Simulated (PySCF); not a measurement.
# `C[O][GaH][Cl]`, CH4ClGaO

Geometry (Å), atoms numbered from 1 in this order:
```xyz
8

C    -1.317   -0.157    0.298
O     0.057   -0.375    0.044
Ga    1.666    0.076   -0.367
Cl    2.241    2.044   -0.741
H    -1.724    0.617   -0.358
H    -1.852   -1.093    0.118
H    -1.465    0.147    1.336
H     2.404   -1.249   -0.356
```

Computed, not measured: TDDFT wB97X-D/aug-cc-pVDZ excited states, vertical, gas phase in PySCF. Geometry: GFN2-xTB.

The calculation is non-relativistic, which matters for the atoms heavier than Zn.

Give the one- and two-photon strengths of the lowest singlets.

δ for parallel linear polarisation; σ at the peak of a Lorentzian of half width 0.1 eV, single beam; Ω is circular over linear.
```
state  E (eV)      f  photon λ (nm)  δ (au)  σ (GM)     Ω                                    main
   S1    5.88  0.001            421    5.36    0.07  1.49        HOMO→LUMO 0.80, HOMO→LUMO+5 0.16
   S2    6.34  0.023            391    37.4    0.55  0.95      HOMO−1→LUMO 0.51, HOMO→LUMO+1 0.23
   S3    6.61  0.002            375      30    0.48  1.50  HOMO−1→LUMO+1 0.61, HOMO−1→LUMO+4 0.23
   S4    6.85  0.156            362     164    2.83  0.54      HOMO→LUMO+1 0.37, HOMO−1→LUMO 0.30
   S5    6.96  0.014            356    1.93    0.03  1.22    HOMO−2→LUMO 0.80, HOMO−2→LUMO+5 0.18
```

Among these, the strongest one-photon state is S4, the strongest two-photon state S4, with a dipole change of 3.8 D (relaxed, norm of the difference vector).
